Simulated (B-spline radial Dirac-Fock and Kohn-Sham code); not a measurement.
**Dipole and non-dipole photoemission parameters of Ir⁶⁺ 3p3/2**

System: the Ir⁶⁺ ion in the configuration 1s2 2s2 2p6 3s2 3p6 3d10 4s2 4p6 4d10 4f14 5s2 5p6 5d3; threshold 2631.8 eV (orbital energy of the model). Model: Dirac-Hartree-Slater photoionisation with a Latter tail; cross sections with all multipoles, angular parameters from the dipole term and its interference with E2. Program: an atomic code on a B-spline grid.

The run's input, task.json:

```json
{"items": [{
  "Z": 77,
  "q": 6,
  "cfg": [[1, 0, 2], [2, 0, 2], [2, 1, 6], [3, 0, 2], [3, 1, 6], [3, 2, 10], [4, 0, 2], [4, 1, 6], [4, 2, 10], [4, 3, 14], [5, 0, 2], [5, 1, 6], [5, 2, 3]],
  "A": 193,
  "rrms": 5.4032,
  "do": "xps",
  "hv": [51.7, 64.3, 68.3, 72.2, 80, 97.8, 118.0, 232.0, 238.0, 300, 301.0, 357.0, 478.0, 523.0, 536.0, 600, 733.0, 800, 1030.0, 1120.0, 1253.6, 1510.0, 2000, 2020.0, 2670.0, 3620.0, 4000, 4710.0, 8047.8, 9200.0]
}]}
```

Launch: `python xray2_run.py task.json out`

For linearly polarised light dσ/dΩ = σ/(4π) [1 + β P₂(cos θ) + (δ + γ cos²θ) sin θ cos φ], with θ from the polarisation vector and φ the angle between the beam and the projection of the electron momentum on the plane normal to the polarisation.

```
hν (eV)  σ (kb)      β       γ      δ
   2670     114  0.408  -0.039  0.228
   3620    69.4  1.406   0.158  0.025
   4000    58.1  1.496   0.050  0.015
   4710    42.6  1.590  -0.048  0.011
 8047.8       ?      ?       ?      ?
   9200    10.1  1.693   0.409  0.026
```

Question: Give the values at Cu Kα (8047.8 eV).

Answer: σ = 13.8 kb, β = 1.694, γ = 0.236, δ = 0.022.

Values without a named source are computed, but for edge energies of neutral atoms, which are taken from tables.
